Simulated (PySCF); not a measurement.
CH₁₃NSi₄, SMILES [SiH3]NC[SiH2][SiH2][SiH3].

Coordinates come from a PBE0-D3(BJ)/def2-SVP optimisation. This is a generated structure with no PubChem entry under its InChIKey; it may be hypothetical. The values are those of a single conformer.

Calculation: TDA-PBE/def2-SVPD run with PySCF.

Vertical excitations. The molecule is in vacuum.

```tsv
state	energy (eV)	λ (nm)	f	main pairs
S1	4.31	288	0.003	HOMO→LUMO 99 %
S2	4.66	266	0.018	HOMO→LUMO+1 87 %
S3	4.82	257	0.016	HOMO→LUMO+2 78 %
S4	4.85	256	0.004	HOMO→LUMO+3 90 %
S5	4.98	249	0.047	HOMO→LUMO+4 95 %
S6	5.25	236	0.007	HOMO→LUMO+5 96 %
T1	4.16	298	0	HOMO→LUMO 99 %
T2	4.52	275	0	HOMO→LUMO+1 87 %
```
Triplets are in the Tamm–Dancoff approximation.
